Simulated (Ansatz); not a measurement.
Ansatz (a quantum-chemistry and plane-wave program) input (CCSD(T)/STO-3G):

Ansatz 0.2 input:
```yaml
crystal:
  periodic: [false, false, false]
  atoms:
    - {symbol: Nb, position_ang: [0.00000000, -0.00000000, 0.00000000]}
    - {symbol: Cl, position_ang: [1.72521804, -0.56076287, -1.38573789]}
    - {symbol: Cl, position_ang: [0.50704009, 0.54045896, 2.15914711]}
    - {symbol: Cl, position_ang: [-0.92064584, 1.88425441, -0.90171967]}
    - {symbol: Cl, position_ang: [-1.31161229, -1.86395049, 0.12831045]}
basis:
  gaussian:
    orbitals: STO-3G
magnetization: {spin_polarized: true, initial_magnetization: 1}
correlation: {method: ccsd_t, electrons: outside_noble_gas}
```

Output:

```
Functional definition: HF
integrals: 0.06 GiB planned
727 factors; integrals over basis functions are off by at most 1.3e-4 eV
mean field: 0.49 GiB planned
mean field evaluation 1: about -150599.5363 eV, gradient 2.8e1 eV
mean field evaluation 2: about -150599.5780 eV, gradient 2.8e1 eV
mean field evaluation 4: about -150606.6647 eV, gradient 1.3e0 eV
mean field evaluation 8: about -150606.7011 eV, gradient 2.7e-2 eV
mean field evaluation 16: about -150598.5696 eV, gradient 4.4e0 eV
mean field evaluation 32: about -150595.8349 eV, gradient 2.4e1 eV
mean field evaluation 64: about -150605.9299 eV, gradient 4.9e0 eV
mean field evaluation 96: about -150606.6981 eV, gradient 5.1e-1 eV
mean field evaluation 128: about -150606.3979 eV, gradient 2.5e-2 eV
mean field evaluation 160: about -150606.0236 eV, gradient 1.6e0 eV
mean field evaluation 192: about -150601.3034 eV, gradient 8.0e-4 eV
mean field evaluation 224: about -150605.3284 eV, gradient 4.2e-4 eV
mean field evaluation 256: about -150600.7832 eV, gradient 1.4e-4 eV
mean field evaluation 288: about -150600.6199 eV, gradient 4.9e-4 eV
mean field evaluation 320: about -150601.6357 eV, gradient 1.0e0 eV
mean field evaluation 352: about -150599.7321 eV, gradient 2.5e-4 eV
mean field evaluation 384: about -150601.6713 eV, gradient 8.0e-4 eV
mean field evaluation 416: about -150601.8785 eV, gradient 1.2e-2 eV
mean field evaluation 448: about -150601.3034 eV, gradient 8.8e-4 eV
mean field evaluation 480: about -150601.4949 eV, gradient 4.9e-3 eV
mean field evaluation 512: about -150601.2476 eV, gradient 3.3e-1 eV
mean field evaluation 544: about -150605.3068 eV, gradient 1.1e0 eV
mean field evaluation 576: about -150600.9400 eV, gradient 1.5e-2 eV
mean field evaluation 608: about -150600.8669 eV, gradient 2.5e-3 eV
mean field evaluation 640: about -150600.3483 eV, gradient 7.6e-2 eV
mean field evaluation 672: about -150599.9744 eV, gradient 6.3e0 eV
mean field evaluation 704: about -150600.2604 eV, gradient 1.1e-3 eV
mean field evaluation 736: about -150600.7854 eV, gradient 6.9e-3 eV
mean field evaluation 768: about -150600.6199 eV, gradient 9.9e-3 eV
mean field evaluation 800: about -150606.7011 eV, gradient 1.8e-3 eV
mean field evaluation 832: about -150604.9232 eV, gradient 5.6e0 eV
mean field evaluation 864: about -150600.3813 eV, gradient 1.6e-1 eV
mean field evaluation 896: about -150600.5052 eV, gradient 1.1e-1 eV
mean field evaluation 928: about -150599.6631 eV, gradient 9.9e0 eV
mean field evaluation 960: about -150600.1398 eV, gradient 1.3e-1 eV
mean field evaluation 992: about -150601.8782 eV, gradient 3.6e-2 eV
mean field evaluation 1024: about -150599.7321 eV, gradient 3.1e-2 eV
mean field evaluation 1056: about -150606.7035 eV, gradient 1.4e-2 eV
mean field evaluation 1088: about -150601.8771 eV, gradient 4.8e-3 eV
mean field evaluation 1120: about -150601.2511 eV, gradient 6.1e-2 eV
mean field evaluation 1152: about -150601.2982 eV, gradient 3.0e-1 eV
mean field evaluation 1184: about -150601.2512 eV, gradient 1.6e-1 eV
mean field evaluation 1216: about -150600.2522 eV, gradient 1.1e1 eV
mean field evaluation 1248: about -150604.6023 eV, gradient 1.2e-4 eV
mean field evaluation 1280: about -150600.9399 eV, gradient 9.9e-4 eV
mean field evaluation 1312: about -150601.0972 eV, gradient 5.0e-1 eV
mean field evaluation 1344: about -150600.6199 eV, gradient 6.8e-4 eV
mean field evaluation 1376: about -150600.7832 eV, gradient 3.7e-2 eV
mean field evaluation 1408: about -150606.3979 eV, gradient 9.9e-7 eV
mean field -150606.70106865 eV, -5534.6941793843 hartree, gradient 1.7e-6 eV, S^2 0.756477; 17 other end points of the search recorded, 0 dependent functions left out
determinant -150606.70106865 eV, -5534.6941793843 hartree, with singles and doubles -150609.55504571 eV, -5534.7990611069 hartree
determinant -150606.39793422 eV, -5534.6830393996 hartree, with singles and doubles -150609.26499282 eV, -5534.7884018596 hartree
determinant -150605.32836053 eV, -5534.6437332913 hartree, with singles and doubles -150608.24930584 eV, -5534.7510760517 hartree
determinant -150604.60231113 eV, -5534.6170514682 hartree, with singles and doubles -150607.57744213 eV, -5534.7263855157 hartree
determinant -150601.30343150 eV, -5534.4958198776 hartree, with singles and doubles -150604.17361283 eV, -5534.6012970960 hartree
determinant -150601.25148684 eV, -5534.4939109466 hartree, with singles and doubles -150603.96186567 eV, -5534.5935155315 hartree
determinant -150606.70106865 eV, -5534.6941793843 hartree, with singles and doubles -150609.55577879 eV, -5534.7990880469 hartree
determinant -150606.39793422 eV, -5534.6830393996 hartree, with singles and doubles -150609.26572015 eV, -5534.7884285885 hartree
38 core orbitals not correlated
reference -150606.70106865 eV, -5534.6941793843 hartree; 17, 16 occupied and 8, 9 virtual orbitals, 727 factors
second order -2.75024327 eV of doubles, -0.00000000 eV of singles
coupled cluster: 0.09 GiB planned
cycle   1  -2.85471091 eV  change   -7.7e-7 eV  update   2.0e-6
perturbative correction -0.35246035 eV, -0.0129526789 hartree
Total energy: -150609.90823990 eV, -5534.8120407540 hartree
```

The spin state was set by rule; other spins were not relaxed.
